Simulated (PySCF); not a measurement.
Computed IR spectrum (relative IR intensity) of a molecule C3H7NOSi. Geometry optimised at PBE-D3(BJ)/def2-SVP. Other conformers were not sampled. These are PBE-D3(BJ)/def2-SVP in PySCF values and carry that method's errors. Frequencies are harmonic and unscaled.

Lines under 2 % of the strongest are left out, and lines within 2 cm⁻¹ are merged.

ν (cm⁻¹): 84 (vw), 681 (m), 707 (m), 790 (w), 896 (m), 915 (s), 945 (vs), 957 (w), 1132 (vs), 1370 (w), 1390 (vw), 1448 (vw), 2151 (s), 2214 (m), 2300 (w), 2920 (w), 2966 (w) (against the strongest line: vs over 80 %, s over 45 %, m over 15 %, w over 4 %, vw less)

Question: Which molecule gave these data?
(A) C[C@@H](C#N)[SiH2]O
(B) N[Si@]1(O)C=CC1
(C) N#CCCO[SiH3]
(D) C=C1OC[Si@@H]1N

Answer: C, N#CCCO[SiH3]
